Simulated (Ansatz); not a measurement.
`N[SiH2][SiH](F)[SiH3]` + H₂S → `N[SiH2][SiH](F)S` + SiH₄  (cleavage of the Si–Si bond)

Gas-phase electronic energies from Ansatz, PBE0-D4/def2-TZVP geometries. CCSD(T)/CBS is the MP2 limit (def2-TZVPP, def2-QZVPP) plus CCSD(T) − MP2 in def2-TZVPP, frozen cores. This one scheme is used for every species. One conformer a species, not always the lowest.

```csv
species,CCSD(T)/CBS(def2) energy (Eh)
`N[SiH2][SiH](F)[SiH3]`,-1026.61964
H₂S,-398.97279
`N[SiH2][SiH](F)S`,-1134.15864
SiH₄,-291.46306
```

(1) Work out ΔE.

Largest T1 diagnostic among the species: 0.013.

Results:

(1) ΔE = (-1134.15864) + (-291.46306) − (-1026.61964) − (-398.97279) = -0.02927 Eh = -0.80 eV.

The D4 term adds −0.04 eV with B3LYP and −0.02 eV with PBE0; it sums over pairs of atoms, weighted by their polarisabilities, and B3LYP, whose exchange is more repulsive, gets the larger term. From PBE to PBE0 (25 % exact exchange), in def2-TZVPP and without D4, ΔE moves by −0.03 eV.

B3LYP here is the variant with VWN-RPA as its local correlation; programs differ in this.
